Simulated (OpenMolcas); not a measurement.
## Ionisation energies of iodine

- Program: OpenMolcas
- Basis: ANO-RCC [10s9p8d5f3g]
- Scalar Hamiltonian: DKH2, point nucleus
- Spin-orbit coupling: state interaction with AMFI integrals over the reference wave functions, term energies averaged over their components

Active shells in each charge state: the valence s, p shells, with orbitals averaged over the low states. Where CASPT2's correlated closed shells are named, they are those of the first ion.

A. CASSCF
B. SS-CASPT2, IPEA 0.25 Eh, imaginary shift 0.1 Eh (closed shells correlated: 4s 4p 4d)

Energies in eV between the lowest computed levels (charge -1 gives the electron affinity), named as in B; reference values from the NIST Atomic Spectra Database with their kind.

```tsv
From	To	A	B	Spin-orbit share in B	Reference
I- 5s² 5p⁶ ¹S₀	I 5s² 5p⁵ ²P°_3/2	2.201	3.044	-0.288	
I 5s² 5p⁵ ²P°_3/2	I+ 5s² 5p⁴ ³P₂	9.430	10.333	-0.182	10.451 (measured)
I+ 5s² 5p⁴ ³P₂	I2+ 5s² 5p³ ⁴S°_3/2	17.793	18.928	+0.276	19.131 (measured)
I2+ 5s² 5p³ ⁴S°_3/2	I3+ 5s² 5p² ³P₀	28.721	29.693	-0.944	29.570 (measured)
I3+ 5s² 5p² ³P₀	I4+ 5s² 5p ²P°_1/2	39.437	40.506	+0.229	40.357 (measured)
I4+ 5s² 5p ²P°_1/2	I5+ 5s² ¹S₀	50.065	51.369	+0.909	51.520 (measured)
I5+ 5s² ¹S₀	I6+ 5s ²S_1/2	73.155	74.411	+0.000	74.400 (semi-empirical)
I6+ 5s ²S_1/2	I7+ 4d¹⁰ ¹S₀	85.904	87.691	+0.000	87.610 (semi-empirical)
```

Error against the reference values, in %:

```
From       Reference     A     B
   I        measured  -9.8  -1.1
  I+        measured  -7.0  -1.1
 I2+        measured  -2.9  +0.4
 I3+        measured  -2.3  +0.4
 I4+        measured  -2.8  -0.3
 I5+  semi-empirical  -1.7     0
 I6+  semi-empirical  -1.9  +0.1
```

Mean absolute error over the 5 measured values: A 1.12 eV, B 0.15 eV. B lies closest.

No diffuse functions were added, so the electron affinity comes out too small, and without dynamic correlation a bound anion can come out unbound.

° marks odd parity.
